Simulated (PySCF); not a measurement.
An equivalent PySCF input for O(2+) (oxygen, charge +2), [He] 2s2 2p2, high-spin 3P determinant, with scalar relativity by spin-free X2C-1e:

```python
from pyscf import gto, scf, dft, mp, cc
import basis_set_exchange as bse
mol = gto.M(atom="O 0 0 0", charge=2, spin=2, symmetry="D2h",
            basis=gto.basis.parse(bse.get_basis("aug-cc-pVDZ-DK", elements=["O"], fmt="nwchem", header=False)),
            nucmod="G")
mf = scf.UHF(mol).sfx2c1e()
mf.irrep_nelec = {'Ag': (2, 2), 'B1u': (1, 0), 'B2u': (1, 0)}
mf.kernel()
```

It reaches the same state as the run whose output follows, and the same energy. The run itself started from symmetry-adapted Hartree-Fock orbitals and held the occupation by maximum overlap, so the iterations belong to that start.

```
SCF conv_tol = 1e-09
number electrons alpha = 4  beta = 2
cycle= 1 E= -73.1360465758806  delta_E= -0.00346  |g|= 0.0233  |ddm|= 0.0468
cycle= 2 E= -73.1362193991373  delta_E= -0.000173  |g|= 0.00523  |ddm|= 0.0102
cycle= 3 E= -73.1362290881185  delta_E= -9.69e-06  |g|= 9.6e-05  |ddm|= 0.00299
cycle= 4 E= -73.136229092706  delta_E= -4.59e-09  |g|= 5.04e-06  |ddm|= 0.000105
cycle= 5 E= -73.1362290927186  delta_E= -1.26e-11  |g|= 7.98e-07  |ddm|= 1.32e-05
converged SCF energy = -73.1362290927186  <S^2> = 2.0045616  2S+1 = 3.0030395
```
